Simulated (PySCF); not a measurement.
## Spinor energies of Ho⁶²⁺ (holmium, charge +62)

Start: [He] 2s2 2p1; 2p1/2 filled at m_j = +1/2. Calculated with PySCF 2.14 in an uncontracted even-tempered set (17 s from 45 bohr⁻², ratio 2.4; 13 p from 59 bohr⁻², ratio 2.4; 5 d from 190 bohr⁻², ratio 2.6; 4 f from 280 bohr⁻², ratio 2.6): generalised Hartree-Fock with the X2C-1e Hamiltonian and a Gaussian nucleus; one run each with spin-orbit coupling (SO) switched off, then screened by Boettger's factors.

| spinor shell | electrons | ε, spin-free (eV) | ε, screened SO (eV) | weight of nominal j (screened SO) | rms radius, screened SO (bohr) |
| --- | --- | --- | --- | --- | --- |
| 1s1/2 | 2 | -62677.8 | -62652.3 | 1.000 | 0.0234 |
| 2s1/2 | 2 | -15186.6 | -15178.7 | 1.000 | 0.0912 |
| 2p1/2 | 1 | -14348.3 | -15015.1 | 1.000 | 0.0769 |

```csv
quantity,spin-free,screened SO
E (hartree),-6420.88413,-6445.38705
M_J,1/2,1/2
⟨J²⟩,1.105,0.750
⟨L²⟩,2.000,2.000
⟨S²⟩,0.750,0.750
```

Each row is a mean over spinors that exchange with the open shell spreads, by up to 18.586 eV (2s1/2).

Breit and QED terms are absent; they matter most for the inner s and p1/2 levels.

Densities and radii are taken from the X2C orbitals without a picture-change correction, which distorts them close to the nucleus.

Without spin-orbit coupling the j labels of p, d and f shells carry no meaning; the spin-free column gives the mean over the occupied spinors of each nl shell, and its ⟨J²⟩ belongs to a mixture of degenerate components.
